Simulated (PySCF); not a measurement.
PySCF input:

```python
from pyscf import gto, scf, dft

mol = gto.M(
    atom='''
    C    -0.39279785    0.73414642    0.86074703
    F    -0.84589899    1.81629201    0.23090234
    Br    0.27968122   -0.62004059   -0.25708204
    H     0.18103539    0.94991419    1.75526835
    ''',
    basis='def2-tzvpd',
    charge=0,
    spin=1,
    verbose=4,
)

mf = dft.UKS(mol, xc='m06l').density_fit(auxbasis='def2-universal-jkfit')
mf.grids.level = 4
mf.conv_tol = 1e-9
mf.max_cycle = 100
mf.max_memory = 1500
mf.kernel()
if not mf.converged:
    mf = mf.newton()
    mf.kernel(mf.make_rdm1())
for _ in range(2):
    mo, _, stable, _ = mf.stability(return_status=True)
    if stable:
        break
    mf.kernel(mf.make_rdm1(mo, mf.mo_occ))
mf.analyze()
```

**Question.** Predict the final energy.

**Answer.** -2712.57507 Eh (M06-L/def2-TZVPD).

It need not be the lowest isomer of its formula.
